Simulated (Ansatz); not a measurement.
```yaml
atoms:
  - { symbol: S, position_ang: [-0.0007, 0.0099, 1.1902] }
  - { symbol: C, position_ang: [-0.0048, 1.2347, 0.0057] }
  - { symbol: C, position_ang: [-0.0088, -1.2393, -0.0052] }
  - { symbol: C, position_ang: [-0.0053, 0.7036, -1.2693] }
  - { symbol: C, position_ang: [-0.0001, -0.7024, -1.2725] }
  - { symbol: H, position_ang: [-0.0070, 2.2767, 0.2958] }
  - { symbol: H, position_ang: [-0.0051, -2.2773, 0.2870] }
  - { symbol: H, position_ang: [0.0079, 1.3262, -2.1657] }
  - { symbol: H, position_ang: [-0.0081, -1.3250, -2.1775] }
```

Basis set: cc-pVDZ (spherical functions). Frozen core: 9 orbitals. Charge 0, multiplicity 1.

Computed with Ansatz (development build ahead of 0.2.0); each method stands on the lowest determinant of its kind that the runs found. Restricted open shells among the atoms or ions are ROHF, correlated in semicanonical orbitals with singles.

The atomization energy at this shape (free ground-state atoms in the same class of orbitals less the molecule, no zero-point energy) of singlet C4H4S:

```json
{"method": "RHF", "atomization energy": "2886.6 kJ/mol"}
```

(1) What does RHF-MP2 give?

Results:

(1) 3814.2 kJ/mol.
